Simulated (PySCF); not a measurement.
# KSi: a base run and its variants

Base input, run as `OMP_NUM_THREADS=1 python input.py` with PySCF 2.14:

```python
from pyscf import gto, scf, mp

mol = gto.M(
    atom='K 0 0 0; Si 0 0 2.754',
    basis='sbkjc',
    ecp={'K': 'sbkjc', 'Si': 'sbkjc'},
    charge=0,
    spin=3,
    verbose=3,
)
mf = scf.UHF(mol)
mf = mf.density_fit(auxbasis='def2-universal-jkfit')
mf.kernel()
mp.MP2(mf).kernel()
mf.dip_moment()
print('orbital energies (hartree):', [e[max(0, n-3):n+3].round(4) for e, n in zip(mf.mo_energy, mol.nelec)])
```

Base result: E(SCF) = -3.831045 Eh, E(MP2) − E(SCF) = -0.01254 Eh, ⟨S²⟩ = 3.751, μz(SCF) = -10.27 D. The bond length is a typed value, not an optimised one. No search for the lowest solution was made.

Hardware: Intel Xeon Platinum 8488C, 1 thread, shared host. Wall time 1.4 s, peak memory 0.11 GiB.

Each row names what differs from the base; energies in brackets are changes from the base.

| change | result |
| --- | --- |
| SCF type: UHF → ROHF | E(SCF) = -3.830775 Eh (+0.0073 eV), E(MP2) − E(SCF) = -0.01280 Eh, μz(SCF) = -10.36 D |
| basis set: sbkjc → pcseg-1; core potential: on → off | E(SCF) = -887.921256 Eh, E(MP2) − E(SCF) = -0.17764 Eh, ⟨S²⟩ = 3.751, μz(SCF) = -9.96 D |
| convergence threshold: default → 0.001 [unsound on purpose] | E(SCF) = -3.831043 Eh (+0.0001 eV), E(MP2) − E(SCF) = -0.01255 Eh, ⟨S²⟩ = 3.751, μz(SCF) = -10.24 D |
| spin (2S): 3 → 4 [unsound on purpose] | stops with RuntimeError (Electron number 5 and spin 4 are not consistent) |
| density fitting: def2-universal-jkfit → cc-pvdz-jkfit | stops with BasisNotFoundError (Basis set not found for K in cc-pvdz-jkfit) |
| PCM solvent, dielectric constant: none → 20.5; step after the SCF: mp2 → analyze | E(SCF) = -3.853518 Eh (-0.6115 eV), ⟨S²⟩ = 3.750, μz(SCF) = -12.01 D |
| basis set: sbkjc → 6-31+g*; core potential: on → off | E(SCF) = -887.977279 Eh, E(MP2) − E(SCF) = -0.06917 Eh, ⟨S²⟩ = 3.751, μz(SCF) = -10.34 D |
| functional: none (Hartree–Fock) → m06; SCF type: UHF → UKS; step after the SCF: mp2 → analyze | E(SCF) = -3.916411 Eh, ⟨S²⟩ = 3.751, μz(SCF) = -9.31 D |
| core potential: on → off [unsound on purpose] | stops with RuntimeError (Failed to assign mo_occ. nelec (18, 15) > Nmo (16)) |
| Cartesian functions: off → on | E(SCF) = -3.831045 Eh (+0.0000 eV), E(MP2) − E(SCF) = -0.01254 Eh, ⟨S²⟩ = 3.751, μz(SCF) = -10.27 D |
| PCM solvent, dielectric constant: none → 4.71; step after the SCF: mp2 → analyze | E(SCF) = -3.849172 Eh (-0.4933 eV), ⟨S²⟩ = 3.750, μz(SCF) = -11.75 D |
| basis set: sbkjc → 6-31g; core potential: on → off | E(SCF) = -887.969914 Eh, E(MP2) − E(SCF) = -0.02045 Eh, ⟨S²⟩ = 3.751, μz(SCF) = -10.57 D |
| geometry: bond 2.754 → bond 4.131 | E(SCF) = -3.832278 Eh (-0.0336 eV), E(MP2) − E(SCF) = -0.01418 Eh, ⟨S²⟩ = 3.753, μz(SCF) = -14.39 D |
| electric field along z (a.u.): none → 0.05 [may be another electronic state] | E(SCF) = -4.066451 Eh (-6.4057 eV), E(MP2) − E(SCF) = -0.01839 Eh, ⟨S²⟩ = 3.761, μz(SCF) = 24.62 D |
| PCM solvent, dielectric constant: none → 32.6; step after the SCF: mp2 → analyze | E(SCF) = -3.854011 Eh (-0.6249 eV), ⟨S²⟩ = 3.750, μz(SCF) = -12.04 D |
| level shift (hartree): none → 1 | the SCF does not converge, then it stops with NotImplementedError after the SCF |
| geometry: bond 2.754 → bond 2.203 | E(SCF) = -3.736181 Eh (+2.5814 eV), E(MP2) − E(SCF) = -0.01307 Eh, ⟨S²⟩ = 3.752, μz(SCF) = -7.80 D |
| geometry: bond 2.754 → bond 0.3 [unsound on purpose] | E(SCF) = 2.926910 Eh, E(MP2) − E(SCF) = -0.01204 Eh, ⟨S²⟩ = 3.750, μz(SCF) = -1.57 D |
| spin (2S): 3 → 1 [spin-contaminated] | the SCF does not converge, then it stops with NotImplementedError after the SCF |
| step after the SCF: mp2 → ccsd(t) | E(SCF) = -3.831045 Eh (+0.0000 eV), E(CCSD) − E(SCF) = -0.01903 Eh, (T) = -0.00036 Eh, ⟨S²⟩ = 3.751, μz(SCF) = -10.27 D |

Problem. Order these changes by how far they move the SCF energy from the base, largest first: (1) PCM solvent, dielectric constant: none → 20.5; step after the SCF: mp2 → analyze; (2) PCM solvent, dielectric constant: none → 32.6; step after the SCF: mp2 → analyze; (3) electric field along z (a.u.): none → 0.05; (4) geometry: bond 2.754 → bond 2.203.

Solution. (3) -6.4057 eV, (4) +2.5814 eV, (2) -0.6249 eV, (1) -0.6115 eV.
